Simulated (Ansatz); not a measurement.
Cost and result up the ladder for the cluster Sn₂S (3 atoms). Charge 0, multiplicity 1. Geometry: B3LYP-D4/def2-TZVP.

| atom | x (Å) | y (Å) | z (Å) |
| --- | --- | --- | --- |
| Sn1 | 0.4166 | 0.8368 | -1.3068 |
| Sn2 | -1.4307 | -0.3179 | 0.6586 |
| S3 | 1.0141 | -0.5188 | 0.6483 |

Ansatz on 4 threads of Arm Neoverse V2 on a shared host. Times are rough, and most runs start from the orbitals of an earlier one. CAM-B3LYP-D4/def2-TZVP serves as the yardstick here, not as an exact answer. Differences are given only for rows in sets of like size (and for xTB, whose basis is part of the method), since another set adds its own error. Binding counts from free atoms at the same level (Sn triplet, S triplet; other spins of the atoms weren't run), without zero-point energy or a counterpoise term.

In the def2 sets Sn takes a core potential; there is no spin–orbit coupling. Correlated methods freeze 13 core orbitals; core or outer-core shells of Sn are correlated, in sets that lack core-valence functions. The structure comes from a short search, and lower isomers may exist.

Run but left out: HF/STO-3G (restricted singlet, unstable in another Hartree–Fock run and untested here).

Correlated methods converge slowly with the basis.

```csv
level,functions,wall time,binding energy per atom (eV),difference from CAM-B3LYP-D4/def2-TZVP (eV),remarks
PBE-D4/def2-SVP,70,0.5 s,2.61,–,–
PBE0-D4/def2-SVP,70,0.75 s,2.44,–,–
revPBE-D4/def2-TZVP,137,1 s,2.52,0.16,–
PBE-D4/def2-TZVP (with forces),137,1.2 s,2.65,0.29,–
PBE-D4/def2-TZVPD,158,1.5 s,2.65,0.29,–
PBE0-D4/def2-TZVP,137,1.6 s,2.49,0.13,–
MP2/def2-TZVP,137,1.6 s,2.45,0.09,restricted SCF unstable
CAM-B3LYP-D4/def2-TZVP,137,1.8 s,2.36,0.00,–
PBE0-D4/def2-TZVPD,158,2 s,2.49,0.13,–
r2SCAN-D4/def2-TZVP,137,2.8 s,2.51,0.15,–
RPA@PBE/def2-TZVP,137,2.8 s,2.16,-0.20,–
B2PLYP/def2-TZVP,137,2.9 s,2.42,0.06,–
r2SCAN-D4/def2-TZVPD,158,3.3 s,2.51,0.15,–
CCSD(T)/def2-TZVPP,142,17 s,2.36,0.00,"large T1 (0.020), restricted SCF unstable"
```
